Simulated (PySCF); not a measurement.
# Predicted spectroscopic data

Theoretical values (PySCF): GFN2-xTB geometry, PBE0/pcSseg-1 with gauge-including orbitals. Single conformer, one averaged value for each set of equivalent atoms, no solvent model, relativity neglected.

Scale: TMS for ¹H (31.72 ppm), ¹³C (186.93 ppm) (reference shieldings calculated alike). Where no couplings were computed, multiplicities follow the n + 1 count of equivalent neighbours, and m marks all less simple cases (inequivalent or close neighbours, rings, F or P nearby). Shifts are as computed. Against solution values, carbons near 30 ppm lie about +3 ppm off and those near 130 ppm about +5 ppm. Of 1309 compounds with measured shifts, 239 miss one by over three times the rms of a fit or turn the order of signals round; such compounds aren't used in these exercises.

Compound 1 (C7H10O2Si). ¹H NMR (400 MHz, computed): δ 4.88 (t, 2H), 3.80 (s, 3H), 2.19 (s, 3H), 1.55 (t, 2H). ¹³C{¹H} NMR (computed): δ 219.2, 105.8, 72.3, 54.3, 18.8, 11.8, 6.3. Structure: SMILES O=C=C(C#CC)C[SiH2]OC.

Compound 2 (C6H12OSi2). ¹H NMR (400 MHz, computed): δ 6.58 (m, 1H), 6.54 (d, 1H), 6.31 (d, 1H), 5.99 (br s, 1H), 5.71 (br s, 1H), 4.91 (m, 1H), 4.51 (m, 1H), 4.30 (q, 2H), 3.47 (t, 3H). ¹³C{¹H} NMR (computed): δ 157.4 (CH), 156.7 (CH), 142.8 (C), 136.4 (CH2), 122.5 (CH), 97.8 (CH2). Structure: SMILES C=CO/C=C/C(=C)[SiH2][SiH3].
